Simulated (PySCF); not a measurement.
## Exact simulation of a proton spin system

Molecule: SMILES CNc1cccnc1, C6H8N2.

Molfile (atoms numbered from 1):
```
C6H8N2
     RDKit          3D

 16 16  0  0  0  0  0  0  0  0999 V2000
    2.3826    0.8228    0.3690 C   0  0  0  0  0  0  0  0  0  0  0  0
    1.4597    0.1177   -0.4697 N   0  0  0  0  0  0  0  0  0  0  0  0
    0.1383   -0.0477   -0.1478 C   0  0  0  0  0  0  0  0  0  0  0  0
   -0.4765    0.6092    0.9300 C   0  0  0  0  0  0  0  0  0  0  0  0
   -1.8339    0.3997    1.1566 C   0  0  0  0  0  0  0  0  0  0  0  0
   -2.5456   -0.4568    0.3216 C   0  0  0  0  0  0  0  0  0  0  0  0
   -1.9688   -1.0930   -0.6989 N   0  0  0  0  0  0  0  0  0  0  0  0
   -0.6836   -0.8967   -0.9242 C   0  0  0  0  0  0  0  0  0  0  0  0
    2.4871    0.3789    1.3789 H   0  0  0  0  0  0  0  0  0  0  0  0
    3.3730    0.8269   -0.1052 H   0  0  0  0  0  0  0  0  0  0  0  0
    2.0796    1.8756    0.4978 H   0  0  0  0  0  0  0  0  0  0  0  0
    1.8440   -0.5576   -1.1151 H   0  0  0  0  0  0  0  0  0  0  0  0
    0.0947    1.2724    1.5819 H   0  0  0  0  0  0  0  0  0  0  0  0
   -2.3354    0.9010    1.9877 H   0  0  0  0  0  0  0  0  0  0  0  0
   -3.6136   -0.6391    0.4803 H   0  0  0  0  0  0  0  0  0  0  0  0
   -0.2389   -1.4338   -1.7739 H   0  0  0  0  0  0  0  0  0  0  0  0
  1  2  1  0
  2  3  1  0
  3  4  1  0
  4  5  2  0
  5  6  1  0
  6  7  2  0
  7  8  1  0
  8  3  2  0
  1  9  1  0
  1 10  1  0
  1 11  1  0
  2 12  1  0
  4 13  1  0
  5 14  1  0
  6 15  1  0
  8 16  1  0
M  END
```

Calculated, not measured (PySCF): J couplings at B3LYP/pcJ-1 (spin–dipole term only in couplings to heteroatoms), NMR shieldings at CAM-B3LYP/pcSseg-1/GIAO, PBE0-D3(BJ)/def2-SVP geometry. Rapidly exchanging positions averaged, gas phase, single conformer, relativity neglected.

Shifts are taken against calculated references (same method and geometry level): 1H (σref 31.33) vs TMS.

Shifts (ppm): H13 6.57, H14 7.02, H15 8.03, H16 8.00.
Couplings (Hz): H13–H14: 9.1; H13–H15: 1.2; H13–H16: 3.0; H14–H15: 5.3; H14–H16: 0.7; H15–H16: -0.9.

The 4-spin Hamiltonian (Zeeman plus full scalar coupling among like nuclei) was diagonalised exactly; lines are Lorentzian, 0.5 Hz wide, and the maxima above 3 % are listed with the tallest set to 100.

Task: Give the 1H peak list of this spin system at 60 MHz.

Result: 
Hz from δ = 0 (height): 485.7 (16), 484.8 (30), 484.4 (25), 483.5 (27), 482.2 (31), 481.4 (28), 480.8 (45), 480.2 (46), 479.4 (47), 478.5 (100), 429.4 (18), 428.9 (16), 427.4 (4), 425.4 (3), 423.9 (12), 423.4 (14), 420.2 (36), 419.4 (25), 415.2 (23), 414.3 (31), 400.1 (29), 398.8 (30), 397.2 (28), 395.9 (27), 391.0 (16), 390.1 (8), 389.1 (11), 388.7 (11), 387.7 (8), 386.8 (14)

Task: And at 400 MHz?

Result: 
δ in ppm (height): 8.039 (52), 8.037 (77), 8.034 (59), 8.026 (53), 8.024 (82), 8.021 (62), 8.006 (65), 8.004 (98), 8.002 (59), 7.998 (66), 7.996 (100), 7.994 (57), 7.039 (53), 7.037 (54), 7.026 (52), 7.024 (52), 7.016 (60), 7.015 (59), 7.003 (58), 7.001 (57), 6.586 (55), 6.583 (56), 6.579 (56), 6.576 (54), 6.564 (50), 6.561 (50), 6.556 (50), 6.553 (49)

Task: Among coupled protons with different shifts, which pair is furthest from first order, and how does the field change that?

Result: H13 and H14: Δν/J is about 3.0 at 60 MHz (strongly coupled) and 19.8 at 400 MHz (close to first order). J in Hz doesn't depend on the field, while Δν in Hz grows in proportion to it.

The OH or NH signal is concentration- and solvent-dependent in practice; the value given is the gas-phase one. Unscaled 3J(H,H) at this level run about 10 % above measured values.
